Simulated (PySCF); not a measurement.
## [Eu(H2O)2]3+: from a saddle point downhill

PySCF 2.14.0, RKS PBE0, Eu lcecp-1-SVP with ECP52, O def2-SVP, H def2-SVP; non-relativistic Hamiltonian with scalar-relativistic core potentials where named; density fitting; no spin-orbit coupling. Relaxed within the symmetry of its start, the geometry (D2d) is

```xyz
7

Eu    0.0000    0.0000    0.0000
O     0.0000    0.0000    2.2911
H     0.5453    0.5453    2.9158
H    -0.5453   -0.5453    2.9158
O     0.0000    0.0000   -2.2911
H     0.5453   -0.5453   -2.9158
H    -0.5453    0.5453   -2.9158
```

and its lowest harmonic modes are -67, -67, 150, 414, 414, 644 cm⁻¹ (negative: unstable). It was moved along the lowest mode and relaxed again.

Question: Where does it end, and how much lower?

Answer: In C1, 0.217 eV lower, after 34 steps:
```xyz
7

Eu   -0.1894    1.0834    0.0071
O     0.0754   -0.1750    1.8564
H     0.5236    0.0739    2.7081
H    -0.2469   -1.0957    2.0435
O    -0.0349   -0.1671   -1.8588
H     0.2985   -1.0959   -1.9672
H    -0.2767    0.0878   -2.7890
```

Question: How do the contacts change?

Answer: 
```csv
contact,saddle (Å),end (Å)
Eu1–O2 (H2O),2.291,2.252
Eu1–O5 (H2O),2.291,2.251
```


Question: Is the end a minimum?

Answer: Yes; lowest modes 48, 87, 132, 431, 433, 648 cm⁻¹.

An lcecp potential fixes the number of 4f electrons, so in runs with it no electron can move into or out of that shell.

State: singlet in the valence, with the 4f electrons in the core potential.
